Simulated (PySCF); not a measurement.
Planning a shielding job on 3-acetylbenzoic acid (`CC(=O)c1cccc(C(=O)O)c1`).

Method: GIAO PBE0/pcSseg-1 NMR shielding, non-relativistic, gas phase (PySCF 2.14.0, density-fitted response routines). Geometry: GFN2-xTB. Work: shieldings, ring-centre shieldings, charges and field gradients, density fitting. The input is one job of a driver script: a line of settings, then coordinates in Å.

Command:
```bash
OMP_NUM_THREADS=1 python probes_run.py task.json out
```

Input:
```
{"job": {"kind": "nmr", "xc": "PBE0", "basis": "pcSseg-1"}, "charge": 0, "multiplicity": 1}
C     -2.906466    -0.881728     0.481050
C     -2.376530     0.249064    -0.360832
O     -3.108237     0.983628    -0.984304
C     -0.896700     0.427390    -0.395476
C     -0.383774     1.479586    -1.157721
C      0.978144     1.703480    -1.234189
C      1.856146     0.881106    -0.550431
C      1.357701    -0.171791     0.213648
C      2.250458    -1.079490     0.970513
O      1.871018    -2.019920     1.623302
O      3.548529    -0.758356     0.871772
C     -0.013324    -0.397206     0.289989
H     -3.992127    -0.889074     0.429156
H     -2.593882    -0.758544     1.515447
H     -2.521484    -1.830795     0.114357
H     -1.081577     2.113332    -1.685077
H      1.356828     2.521453    -1.828069
H      2.921187     1.044494    -0.601226
H      4.080393    -1.381372     1.391175
H     -0.351451    -1.224580     0.893880
```

Hardware: one thread, Intel Xeon 6975P-C (x86_64), on a shared host. PySCF's memory limit was set to 1040 MB.

Problem. How large is the basis?

Solution. 244 functions for 86 electrons, with 1258 fitting functions; the fitted three-index integrals, 1258 × 244 × 245/2 numbers of 8 bytes, come to 290 MiB.

Problem. How long does the run take?

Solution. About 44 s. The SCF took 15 cycles.

Problem. How much memory does it need at the peak?

Solution. About 1.0 GiB. Peak memory is the resident size of the whole Python process, interpreter and libraries included.

Problem. At this speed, how long would 20000 such jobs take on 96 cores, one job a core?

Solution. 20000/96 gives 209 rounds of 44 s, about 2.6 h of wall time and 240 core-hours, if the jobs don't slow each other.

The SCF part of the output:
```
coarse grid: 17992 points
cycle   1  E = -572.3969468255  dE =  2.415e+00  |g| = 1.182e+00  |ddm| = 4.626e+00
cycle   2  E = -571.6750273116  dE =  7.219e-01  |g| = 2.275e+00  |ddm| = 4.358e+00
cycle   3  E = -572.6437199219  dE = -9.687e-01  |g| = 3.297e-01  |ddm| = 3.435e+00
cycle   4  E = -572.6641852047  dE = -2.047e-02  |g| = 1.052e-01  |ddm| = 3.865e-01
cycle   5  E = -572.6659225983  dE = -1.737e-03  |g| = 3.133e-02  |ddm| = 9.515e-02
cycle   6  E = -572.6661212073  dE = -1.986e-04  |g| = 1.064e-02  |ddm| = 3.917e-02
cycle   7  E = -572.6661389721  dE = -1.776e-05  |g| = 4.744e-03  |ddm| = 1.275e-02
cycle   8  E = -572.6661431413  dE = -4.169e-06  |g| = 9.630e-04  |ddm| = 5.511e-03
final grid: 177472 points
cycle   9  E = -572.7679684650  dE = -3.711e-05  |g| = 1.554e-02  |ddm| = 7.963e-02
cycle  10  E = -572.7678590705  dE =  1.094e-04  |g| = 2.863e-02  |ddm| = 4.568e-02
cycle  11  E = -572.7680140070  dE = -1.549e-04  |g| = 3.415e-03  |ddm| = 3.241e-02
cycle  12  E = -572.7680162549  dE = -2.248e-06  |g| = 4.807e-04  |ddm| = 3.549e-03
cycle  13  E = -572.7680162920  dE = -3.713e-08  |g| = 1.709e-04  |ddm| = 5.671e-04
cycle  14  E = -572.7680162984  dE = -6.362e-09  |g| = 4.176e-05  |ddm| = 2.427e-04
cycle  15  E = -572.7680162987  dE = -3.438e-10  |g| = 2.109e-05  |ddm| = 6.563e-05
converged SCF energy = -572.7680162987
```

On the final grid dE counts from the start density on that grid.

The host was shared with other jobs, so the times are rough.
